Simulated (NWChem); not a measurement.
Species: WO2F2; SMILES [F][W](=[O])(=[O])[F]

```xyz
5

W      0.0000     0.0000     0.0540
O     -1.3496     0.0000    -0.9664
O      1.3496     0.0000    -0.9664
F      0.0000     1.5721     1.0440
F      0.0000    -1.5721     1.0440
```
Atoms are numbered in this order, from 1.

Level: PBE0/def2-SVP with def2 effective core potentials on W (NWChem), optimised geometry, unscaled harmonic frequencies. def2 effective core potentials on W; no spin-orbit coupling.

Problem. List the harmonic frequencies with IR intensities, and the thermochemistry.

Solution. 
```json
[
 {"frequency (cm⁻¹)": "177", "IR intensity (km/mol)": "8.9"},
 {"frequency (cm⁻¹)": "218", "IR intensity (km/mol)": "14.6"},
 {"frequency (cm⁻¹)": "258", "IR intensity (km/mol)": "0.0"},
 {"frequency (cm⁻¹)": "259", "IR intensity (km/mol)": "21.8"},
 {"frequency (cm⁻¹)": "368", "IR intensity (km/mol)": "4.4"},
 {"frequency (cm⁻¹)": "719", "IR intensity (km/mol)": "79.5"},
 {"frequency (cm⁻¹)": "728", "IR intensity (km/mol)": "129.1"},
 {"frequency (cm⁻¹)": "1041", "IR intensity (km/mol)": "203.6"},
 {"frequency (cm⁻¹)": "1080", "IR intensity (km/mol)": "64.2"}
]
```

| Item | Result |
|---|---|
| zero-point energy | 6.9 kcal/mol |
| thermal correction to the enthalpy at 298.15 K (with zero-point energy) | 11.0 kcal/mol |
| heat capacity Cv | 16.9 cal/(mol K) |
| entropy at 298.15 K and 1 atm (symmetry number 2) | 77.0 cal/(mol K) |

Rigid rotor and harmonic oscillator.
